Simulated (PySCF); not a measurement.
# State search for SiNi⁺

Unrestricted PBE0; basis Si def2-TZVPPD, Ni def2-TZVPPD; no relativity; PySCF 2.14. Outer shells of the fragments: Si 3s2 3p2; Ni+ 3d9.

Followed along the bond (rough minima from three points):

```
2Ms+1       unpaired  ⟨S²⟩ at the start  R at minimum (Å)  Te (eV)
    2            δ ↑               0.78              2.23     0.00
    2            σ ↑               1.42              2.04     0.22
    4  σ ↑, π ↑, δ ↑               3.76              2.26     0.42
    4  σ ↑, π ↑, δ ↑               3.76              2.27     0.44
    2  σ ↑, π ↓, δ ↑               1.77              2.30     0.65
    2  σ ↓, π ↑, δ ↑               1.75              2.27     0.72
```

Solutions found at the starting distance of 2.270 Å, counted from the lowest of them; the search is not exhaustive and high or unbound solutions are not listed, so other states can lie among these:

| 2Ms+1 | unpaired | term | E (eV) | ⟨S²⟩ | ⟨Lz²⟩ | μ (D) |
| --- | --- | --- | --- | --- | --- | --- |
| 2 | δ ↑ | mixed | 0.00 | 0.78 | 3.69 | -1.18 |
| 4 | σ ↑, π ↑, δ ↑ | mixed | 0.41 | 3.76 | 4.95 | -0.24 |
| 4 | σ ↑, π ↑, δ ↑ | mixed | 0.44 | 3.76 | 5.02 | -0.23 |
| 2 | σ ↑ | mixed | 0.45 | 1.42 | 0.00 | -0.92 |
| 2 | σ ↑, π ↓, δ ↑ | mixed | 0.65 | 1.77 | 4.98 | -0.08 |
| 2 | σ ↓, π ↑, δ ↑ | mixed | 0.71 | 1.75 | 4.20 | -0.11 |
| 4 | σ ↑↑, π ↑ | ⁴Π | 0.83 | 3.76 | 1.11 | -0.52 |
| 4 | π ↑↑, δ ↑ | mixed | 1.99 | 3.76 | 5.23 | 0.33 |
| 4 | π ↑↑, δ ↑ | ⁴Δ | 2.03 | 3.76 | 4.01 | 0.86 |
| 4 | π ↑↑, δ ↑ | mixed | 2.07 | 3.76 | 5.06 | 0.28 |

A term symbol is given only where ⟨S²⟩ and ⟨Lz²⟩ are close to those of a pure state; real π, δ and φ orbitals otherwise mix terms. A positive dipole points towards Ni; it is taken about the centre of mass and depends on that origin.

Task: Compare the gap between the two lowest followed solutions at the starting distance with the gap between their minima.

Result: At PBE0 the second solution (Ms = 0.5 of mixed spin, unpaired electrons σ ↑) lies +0.45 eV from the first (doublet, unpaired electrons δ ↑) at 2.270 Å and +0.22 eV at the minima; the two curves relax by different amounts, since their minima lie near 2.04 and 2.23 Å.

The state is the lowest single determinant that the PBE0 search found; with open d or f shells the true ground state can be another one.
